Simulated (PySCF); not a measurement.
C₃H₇BO₃, SMILES COB1COCO1.

The structure is a stationary point at PBE0-D3(BJ)/def2-SVP. The structure was generated by enumeration, and PubChem lists no compound with its InChIKey, so it may never have been made. One conformer was computed; it need not be the lowest.

Method: TDA-ωB97X/def2-SVPD (PySCF).

Vertical excitations. Gas-phase values at a fixed geometry.

| state | energy (eV) | λ (nm) | f | main pairs |
|---|---|---|---|---|
| S1 | 7.55 | 164 | 0.021 | HOMO→LUMO 64 %, HOMO→LUMO+1 16 % |
| S2 | 7.99 | 155 | 0.024 | HOMO→LUMO+2 63 %, HOMO→LUMO+5 10 % |
| S3 | 8.34 | 149 | 0.002 | HOMO→LUMO+3 19 %, HOMO→LUMO+6 18 %, HOMO→LUMO 16 %, HOMO→LUMO+1 12 % |
| S4 | 8.39 | 148 | 0.013 | HOMO−1→LUMO 60 % |
| S5 | 8.52 | 146 | 0.039 | HOMO−1→LUMO+2 24 %, HOMO−2→LUMO+2 22 %, HOMO−1→LUMO+3 10 %, HOMO→LUMO+2 7 % |
| S6 | 8.77 | 141 | 0.017 | HOMO−2→LUMO 68 % |
| T1 | 7.46 | 166 | 0 | HOMO→LUMO 53 %, HOMO→LUMO+1 15 %, HOMO→LUMO+3 14 % |
| T2 | 7.54 | 164 | 0 | HOMO→LUMO+2 52 %, HOMO→LUMO+5 12 %, HOMO−2→LUMO+2 8 % |
Triplets are in the Tamm–Dancoff approximation.
